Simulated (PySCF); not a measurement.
C3H7O (SMILES C[C-](C)O), charge -1, singlet, geometry from GFN2-xTB (in this run its highest filled SCF level lies above zero, so its values depend strongly on the basis, on diffuse functions most of all), with bond 7-5 at 2.4 times its length; PySCF with CASSCF(2,3)/STO-3G.

PySCF was given this input:
```python
from pyscf import gto, scf, mcscf
import numpy

mol = gto.M(
    atom='''
O     0.07243737    1.40320982   -0.19733602
C    -0.00374291    0.03902709    0.51456769
H     0.67877388    1.90342080    0.35574421
C    -1.29548155   -0.57666788   -0.04347091
C     1.16825520   -0.77939168   -0.07495182
H    -1.32161314   -0.69032542   -1.14781489
H     1.13893704   -1.06004698   -2.72644720
H    -2.15685030    0.03773779    0.23654104
H     2.12944108   -0.31822607    0.18678398
H    -1.44057069   -1.57307732    0.39121968
H     1.16109647   -1.78668206    0.35908608
''',
    basis='sto-3g',
    charge=-1,
    verbose=4,
)

mf = scf.RHF(mol)
mf.kernel()
mc = mcscf.CASSCF(mf, 3, 2)
mc.kernel()
occ = numpy.linalg.eigvalsh(mc.fcisolver.make_rdm1(mc.ci, mc.ncas, mc.nelecas))[::-1]
ss = mc.fcisolver.spin_square(mc.ci, mc.ncas, mc.nelecas)[0]
print('natural occupations', occ.round(4), ' <S^2>', round(ss, 4))
```

The log (banner, timings and long lists left out):

```
PySCF version 2.14.0

[INPUT] verbose = 4
[INPUT] num. atoms = 11
[INPUT] num. electrons = 34
[INPUT] charge = -1
[INPUT] spin (= nelec alpha-beta = 2S) = 0
[INPUT] symmetry False subgroup None
[INPUT] Mole.unit = angstrom
[INPUT] Symbol           X                Y                Z      unit          X                Y                Z       unit  Magmom
[INPUT]  1 O      0.072437370000   1.403209820000  -0.197336020000 AA    0.136886790484   2.651682255100  -0.372911032312 Bohr   0.0
[INPUT]  2 C     -0.003742910000   0.039027090000   0.514567690000 AA   -0.007073074809   0.073750511539   0.972392006650 Bohr   0.0
[INPUT]  3 H      0.678773880000   1.903420800000   0.355744210000 AA    1.282696733708   3.596944011801   0.672259127300 Bohr   0.0
[INPUT]  4 C     -1.295481550000  -0.576667880000  -0.043470910000 AA   -2.448105328927  -1.089744358034  -0.082148114286 Bohr   0.0
[INPUT]  5 C      1.168255200000  -0.779391680000  -0.074951820000 AA    2.207682371599  -1.472836818965  -0.141638412338 Bohr   0.0
[INPUT]  6 H     -1.321613140000  -0.690325420000  -1.147814890000 AA   -2.497486877226  -1.304525980625  -2.169055783798 Bohr   0.0
[INPUT]  7 H      1.138937040000  -1.060046980000  -2.726447200000 AA    2.152279078723  -2.003198471372  -5.152238501087 Bohr   0.0
[INPUT]  8 H     -2.156850300000   0.037737790000   0.236541040000 AA   -4.075856358686   0.071314087646   0.446997782820 Bohr   0.0
[INPUT]  9 H      2.129441080000  -0.318226070000   0.186783980000 AA    4.024060439598  -0.601360117997   0.352970566656 Bohr   0.0
[INPUT] 10 H     -1.440570690000  -1.573077320000   0.391219680000 AA   -2.722284067176  -2.972685307565   0.739298049740 Bohr   0.0
[INPUT] 11 H      1.161096470000  -1.786682060000   0.359086080000 AA    2.194154332499  -3.376339765074   0.678574346344 Bohr   0.0

nuclear repulsion = 120.070471575002
number of shells = 19
number of NR pGTOs = 81
number of NR cGTOs = 27
basis = sto-3g
ecp = {}

******** <class 'pyscf.scf.hf.RHF'> ********
method = RHF
initial guess = minao
damping factor = 0
level_shift factor = 0
DIIS = <class 'pyscf.scf.diis.CDIIS'>
diis_start_cycle = 1
diis_space = 8
diis_damp = 0
SCF conv_tol = 1e-09
SCF conv_tol_grad = None
SCF max_cycles = 50
direct_scf = True
direct_scf_tol = 1e-13
Set gradient conv threshold to 3.16228e-05
Initial guess from minao.
init E= -189.738869894237
  HOMO = -0.115859074450276  LUMO = 0.0227761405614852  gap/eV = 3.77246
cycle= 1 E= -189.446078784286  delta_E= 0.293  |g|= 0.517  |ddm|=  3.8
  HOMO = 0.237656191219148  LUMO = 0.386269593724913  gap/eV = 4.04398
cycle= 2 E= -189.528399410112  delta_E= -0.0823  |g|= 0.389  |ddm|=  1.7
  HOMO = 0.152248753984087  LUMO = 0.399454052904698  gap/eV = 6.72680
cycle= 3 E= -189.588100771824  delta_E= -0.0597  |g|= 0.0719  |ddm|= 0.836
  HOMO = 0.148400298921601  LUMO = 0.385354094380776  gap/eV = 6.44784
cycle= 4 E= -189.592421857214  delta_E= -0.00432  |g|= 0.0347  |ddm|= 0.272
  HOMO = 0.131770627661083  LUMO = 0.388851414846626  gap/eV = 6.99552
cycle= 5 E= -189.593252910968  delta_E= -0.000831  |g|= 0.0145  |ddm|= 0.0844
  HOMO = 0.130646469762645  LUMO = 0.386888642101989  gap/eV = 6.97270
cycle= 6 E= -189.593366469228  delta_E= -0.000114  |g|= 0.00582  |ddm|= 0.0242
  HOMO = 0.131558416103076  LUMO = 0.38611085266935  gap/eV = 6.92672
cycle= 7 E= -189.593414065306  delta_E= -4.76e-05  |g|= 0.00132  |ddm|= 0.0287
  HOMO = 0.130758697319043  LUMO = 0.386533806305479  gap/eV = 6.96000
cycle= 8 E= -189.593415518567  delta_E= -1.45e-06  |g|= 0.000284  |ddm|= 0.00443
  HOMO = 0.13074725536741  LUMO = 0.386381045440594  gap/eV = 6.95615
cycle= 9 E= -189.593415605335  delta_E= -8.68e-08  |g|= 6.91e-05  |ddm|= 0.00106
  HOMO = 0.130753826869557  LUMO = 0.386391119945947  gap/eV = 6.95625
cycle= 10 E= -189.593415612105  delta_E= -6.77e-09  |g|= 1.97e-05  |ddm|= 0.000275
  HOMO = 0.130753794878638  LUMO = 0.38638643684511  gap/eV = 6.95612
cycle= 11 E= -189.593415612668  delta_E= -5.62e-10  |g|= 5.92e-06  |ddm|= 8.68e-05
  HOMO = 0.130751577764828  LUMO = 0.386386554444043  gap/eV = 6.95618
Extra cycle  E= -189.593415612693  delta_E= -2.48e-11  |g|= 3.19e-06  |ddm|= 1.54e-05
converged SCF energy = -189.593415612693

******** <class 'pyscf.mcscf.mc1step.CASSCF'> ********
CAS (1e+1e, 3o), ncore = 16, nvir = 8
max_cycle_macro = 50
max_cycle_micro = 4
conv_tol = 1e-07
conv_tol_grad = None
orbital rotation max_stepsize = 0.02
orbital rotation threshold for CI restart = 0.01
augmented hessian ah_max_cycle = 30
augmented hessian ah_conv_tol = 1e-12
augmented hessian ah_linear dependence = 1e-14
augmented hessian ah_level shift = 1e-08
augmented hessian ah_start_tol = 2.5
augmented hessian ah_start_cycle = 3
augmented hessian ah_grad_trust_region = 3
kf_trust_region = 3
kf_interval = 4
ci_response_space = 4
ci_grad_trust_region = 3
with_dep4 0
natorb = False
canonicalization = True
sorting_mo_energy = False
ao2mo_level = 2
internal_rotation = False
******** <class 'pyscf.fci.direct_spin1.FCISolver'> ********
max. cycles = 50
conv_tol = 1e-08
davidson only = False
linear dependence = 1e-12
level shift = 0.001
max iter space = 12
nroots = 1
pspace_size = 400
spin = None
CASCI E = -189.688290457122  S^2 = 0.0000000
Set conv_tol_grad to 0.000316228
macro iter   1 ( 21 JK    4 micro), CASSCF E = -189.709396434700  dE = -2.11059776e-02  S^2 = 0.0000000
               |grad[o]|=0.135  |grad[c]|=0.021  |ddm|=0.0977  |maxRot[o]|=0.201
macro iter   2 ( 14 JK    4 micro), CASSCF E = -189.710856702606  dE = -1.46026791e-03  S^2 = 0.0000000
               |grad[o]|=0.0197  |grad[c]|=0.000731  |ddm|=0.0129  |maxRot[o]|=0.0857
macro iter   3 ( 10 JK    3 micro), CASSCF E = -189.710873823027  dE = -1.71204212e-05  S^2 = 0.0000000
               |grad[o]|=0.00237  |grad[c]|=7.26e-05  |ddm|=0.00267  |maxRot[o]|=0.00907
macro iter   4 (  3 JK    1 micro), CASSCF E = -189.710873828119  dE = -5.09209030e-09  S^2 = 0.0000000
               |grad[o]|=3.84e-05  |grad[c]|=2.23e-05  |ddm|=3.56e-05  |maxRot[o]|=0.000718
1-step CASSCF converged in   4 macro ( 48 JK  12 micro) steps
CASSCF canonicalization
Density matrix diagonal elements [1.31984308e+00 6.79639604e-01 5.17319440e-04]
CASSCF energy = -189.710873828119
CASCI E = -189.710873828119  E(CI) = -0.490312647426862  S^2 = 0.0000000
natural occupations [1.3531 0.6469 0.    ]  <S^2> 0.0
```
